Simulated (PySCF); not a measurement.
Cartesian coordinates (Å):
```xyz
6

C      2.1212     0.0078    -0.0093
N      0.9384     0.0035    -0.0043
C     -0.4821    -0.0016     0.0019
H     -0.8586    -0.7652    -0.6995
H     -0.8532    -0.2307     1.0150
H     -0.8633     0.9869    -0.3051
```
Charge 0, spin multiplicity 1.

### Question
Give the total energy, dipole moment, HOMO, HOMO–LUMO gap and LUMO at the level PySCF with TPSSh-D3(BJ)/def2-TZVP // TPSS-D3(BJ)/def2-SVP.

### Answer

- total energy: -3613.06 eV
- dipole moment: 3.86 D
- HOMO: -8.00 eV
- HOMO–LUMO gap: 8.08 eV
- LUMO: 0.08 eV
